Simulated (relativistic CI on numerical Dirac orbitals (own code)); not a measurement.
**Calculated levels, Nb XX**

Calculated at this level of theory: Dirac-Coulomb-Breit CI, orbitals from a KLI potential per configuration, model QED, unscaled Slater integrals (own radial code, finite nucleus).

CI space (outside the closed core [Ne]): 3s²3p⁶3d⁴, 3s²3p⁵3d⁵, 3s3p⁶3d⁵, 3s²3p⁶3d³4s, 3s²3p⁶3d³4p, 3s²3p⁶3d³4d, 3s²3p⁶3d³4f, 3s²3p⁵3d⁴4s, 3s²3p⁵3d⁴4p, 3s²3p⁶3d²4s4p, 3s²3p⁶3d³5s, 3s²3p⁶3d³5p, 3s3p⁶3d⁴4s, 3s²3p⁶3d³5d, 3s²3p⁶3d²4p4d, 3s²3p⁶3d³5g, 3s²3p⁶3d³6s, 3s3p⁶3d⁴4d, 3s²3p⁶3d³6d, 3s3p⁶3d⁴5s, 3p⁶3d⁶, 3p⁵3d⁷, 3s²3p⁶3d²4s², 3s²3p⁶3d4s²4p, 3s²3p⁶3d4s²4d, 3s²3p⁶3d4s²4f, 3s²3p⁶3d²4p², 3s²3p⁶3d4s4p², 3s²3p⁶3d4p³, 3s²3p⁶3d4p²4d, 3s²3p⁶3d4p²4f, 3s²3p⁶3d²4s4d, 3s²3p⁶3d4s4p4d, 3s²3p⁶3d4s4d², 3s²3p⁶3d4s4d4f, 3p⁶3d⁵4s, 3p⁵3d⁶4s, 3s²3p⁶3d²4d², 3s²3p⁶3d4p4d², 3s²3p⁶3d4d³, 3s²3p⁶3d4d²4f, 3s3p⁶3d³4s², 3s3p⁶3d²4s²4p, 3s3p⁶3d²4s²4d, 3s3p⁶3d²4s²4f, 3p⁶3d⁴4s², 3p⁵3d⁵4s², 3p⁶3d³4s²4p, 3p⁶3d³4s²4d, 3p⁶3d³4s²4f. Double excitations out of closed p, d and f shells are left out; levels of such configurations are missing from the list, as are those of other unlisted configurations, and high levels can miss mixing partners. These lack a partner that the ground configuration has and come out too high: 3s²3p⁵3d⁴4p.

The lowest level is 3s²3p⁶3d⁴ ⁵D0, with 84 % of that term; Hund's rules for 3s²3p⁶3d⁴ give ⁵D with J = 0, in agreement.

```csv
No.,Configuration,Term,J,E (eV),%,jj configuration (%)
1,3s²3p⁶3d⁴,⁵D,0,0.0000,84,3d3/2^4 (55)
2,3s²3p⁶3d⁴,⁵D,1,0.9244,92,3d3/2^3 3d5/2 (74)
3,3s²3p⁶3d⁴,⁵D,2,2.0017,96,3d3/2^2 3d5/2^2 (65)
4,3s²3p⁶3d⁴,⁵D,3,3.0499,95,3d3/2^2 3d5/2^2 (52)
5,3s²3p⁶3d⁴,⁵D,4,4.0092,90,3d3/2^2 3d5/2^2 (41)
6,3s²3p⁶3d⁴,³P,0,8.6412,72,3d3/2^2 3d5/2^2 (49)
7,3s²3p⁶3d⁴,³H,4,9.5452,63,3d3/2^3 3d5/2 (67)
8,3s²3p⁶3d⁴,³H,5,11.2333,82,3d3/2^2 3d5/2^2 (96)
9,3s²3p⁶3d⁴,³P,1,11.4071,88,3d3/2^2 3d5/2^2 (50)
10,3s²3p⁶3d⁴,³G,3,11.4162,57,3d3/2^2 3d5/2^2 (53)
11,3s²3p⁶3d⁴,³F,2,11.8986,87,3d3/2^2 3d5/2^2 (54)
12,3s²3p⁶3d⁴,³H,6,12.0660,86,3d3/2^2 3d5/2^2 (77)
13,3s²3p⁶3d⁴,³F,4,13.0045,42,3d3/2 3d5/2^3 (47)
14,3s²3p⁶3d⁴,³P,2,14.1206,69,3d3/2^2 3d5/2^2 (62)
15,3s²3p⁶3d⁴,³G,4,14.1221,49,3d3/2^2 3d5/2^2 (80)
16,3s²3p⁶3d⁴,³F,3,14.6538,59,3d3/2 3d5/2^3 (67)
17,3s²3p⁶3d⁴,³G,5,15.6833,82,3d3/2 3d5/2^3 (96)
18,3s²3p⁶3d⁴,³D,3,16.0886,87,3d3/2^2 3d5/2^2 (42)
19,3s²3p⁶3d⁴,³D,2,16.8855,49,3d3/2 3d5/2^3 (46)
20,3s²3p⁶3d⁴,¹I,6,17.1211,86,3d3/2 3d5/2^3 (77)
21,3s²3p⁶3d⁴,³D,1,17.5063,93,3d3/2 3d5/2^3 (66)
22,3s²3p⁶3d⁴,¹G,4,19.1640,59,3d5/2^4 (56)
23,3s²3p⁶3d⁴,¹S,0,19.6452,84,3d3/2 3d5/2^3 (72)
24,3s²3p⁶3d⁴,¹D,2,21.3088,61,3d3/2^2 3d5/2^2 (53)
25,3s²3p⁶3d⁴,¹F,3,22.5775,79,3d3/2 3d5/2^3 (66)
26,3s²3p⁶3d⁴,³P,2,25.4421,88,3d3/2^2 3d5/2^2 (56)
27,3s²3p⁶3d⁴,³F,4,26.1706,88,3d3/2^2 3d5/2^2 (73)
28,3s²3p⁶3d⁴,³F,2,26.9026,86,3d3/2^2 3d5/2^2 (43)
29,3s²3p⁶3d⁴,³F,3,27.3176,86,3d3/2 3d5/2^3 (92)
30,3s²3p⁶3d⁴,³P,1,27.9318,99,3d3/2 3d5/2^3 (89)
```

Energies count from the lowest computed level. Filled j subshells are mostly left out of the jj labels.

The mean weight of the leading LS term, summed over parents, in these 30 levels is 78 %, and that of the leading jj configuration (from the same eigenvectors) 64 %, so LS coupling describes them better.

At this charge energies of transitions that change n are usually good to better than 1 %, and those within a shell (Δn = 0) to a few per cent. Terms inside the open d or f shell come out 10 to 20 % too wide with unscaled integrals.

Landé's interval rule says that E(J) − E(J−1) = AJ with one A. For the ground term the intervals give A = 7455.8, 4344.5, 2818.1, 1934.3 cm⁻¹ for J = 1, 2, 3, 4; the multiplet is regular.

LS names give the leading component of a level, which can be under half, so a name can repeat, a term be missing and a line seem to break the LS rules.
